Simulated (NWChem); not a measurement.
System meant: BSiH4O2F; SMILES OB([SiH2]F)O

Here is an NWChem input.

```
start job
memory heap 200 mb stack 900 mb global 1100 mb
geometry units angstroms noautoz
  Si    -0.639501     0.946518     0.000000
  F      0.813211     1.763422     0.000000
  B      0.034402    -0.981113     0.000000
  O     -0.672329    -2.151964     0.000000
  O      1.397526    -1.082336     0.000000
  H     -1.415401     1.385923    -1.214764
  H     -1.415401     1.385923     1.214764
  H     -1.634151    -2.018867     0.000000
  H      1.805629    -0.193865     0.000000
end
basis spherical
  Si library def2-svp
  F library def2-svp
  B library def2-svp
  O library def2-svp
  H library def2-svp
end
dft
  odft
  mult 2
  xc pbe0
  iterations 150
  mulliken
end
task dft energy
```

End of the output:

```
 Summary of "ao basis" -> "" (spherical)
 ------------------------------------------------------------------------------
       Tag                 Description            Shells   Functions and Types
 ---------------- ------------------------------  ------  ---------------------
 Si                         def2-svp                 8       18   4s3p1d
 F                          def2-svp                 6       14   3s2p1d
 B                          def2-svp                 6       14   3s2p1d
 O                          def2-svp                 6       14   3s2p1d
 H                          def2-svp                 3        5   2s1p

                                 NWChem DFT Module
                                 -----------------

 Summary of "ao basis" -> "ao basis" (spherical)
 ------------------------------------------------------------------------------
       Tag                 Description            Shells   Functions and Types
 ---------------- ------------------------------  ------  ---------------------
 Si                         def2-svp                 8       18   4s3p1d
 F                          def2-svp                 6       14   3s2p1d
 B                          def2-svp                 6       14   3s2p1d
 O                          def2-svp                 6       14   3s2p1d
 H                          def2-svp                 3        5   2s1p

      Symmetry analysis of basis
      --------------------------

        a'         66
        a"         28

  number of electrons :                   48
  multiplicity        :                    2
 ------------------------------------------------------------------------
  no. of electrons and multiplicity not compatible                  48
 ------------------------------------------------------------------------
 ------------------------------------------------------------------------
  current input line :
    28: task dft energy
 ------------------------------------------------------------------------
 ------------------------------------------------------------------------
 There is an error in the input file
 ------------------------------------------------------------------------
 For more information see the NWChem manual at https://nwchemgit.github.io

0: no. of electrons and multiplicity not compatible:Received an Error in Communication
```

**Question.** Can this run be used? If not, why, and what is the fix?

**Answer.** The input was rejected before any calculation. Cause: the multiplicity doesn't fit the number of electrons (an even count wants an odd multiplicity, and the reverse). This input runs:
```
start job
memory heap 200 mb stack 900 mb global 1100 mb
geometry units angstroms noautoz
  Si    -0.639501     0.946518     0.000000
  F      0.813211     1.763422     0.000000
  B      0.034402    -0.981113     0.000000
  O     -0.672329    -2.151964     0.000000
  O      1.397526    -1.082336     0.000000
  H     -1.415401     1.385923    -1.214764
  H     -1.415401     1.385923     1.214764
  H     -1.634151    -2.018867     0.000000
  H      1.805629    -0.193865     0.000000
end
basis spherical
  * library def2-svp
end
dft
  xc pbe0
  iterations 150
  mulliken
end
task dft energy
```
It converges to -566.47092 Ha (PBE0/def2-SVP).
